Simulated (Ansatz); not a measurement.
Wavefunction ladder for FH5O2Si2, SMILES `O[SiH2][SiH](O)F`

Z-matrix (Å, degrees):
```
Si
Si 1 2.350
O 1 1.653 2 110.4
H 1 1.491 2 108.8 3 123.2
H 1 1.484 2 110.9 3 -117.0
F 2 1.609 1 107.2 3 -45.5
O 2 1.637 1 107.6 3 -164.3
H 2 1.489 1 116.6 3 71.3
H 3 0.959 1 117.2 2 54.0
H 7 0.959 2 119.0 1 -167.0
```

Total charge 0; spin multiplicity 1. The geometry is a stationary point of PBE0-D4/def2-TZVP. It is one conformer, not always the lowest. Frozen core, restricted reference, Ansatz. CBS rows extrapolate triple and quadruple zeta; past MP2 they add the triple-zeta difference.

| basis | HF (Eh) | MP2 corr. |
| --- | --- | --- |
| def2-TZVPP | -830.24566 | -0.97017 |
| def2-QZVPP | -830.27672 | -1.05412 |

**Question.** Estimate the CCSD correlation energy and the (T) correction in each basis where they were run (hartree).

**Answer.** 
```csv
basis,CCSD corr.,(T)
def2-TZVPP,-1.00284,-0.03277
CBS(def2),-1.14898,as TZ
```
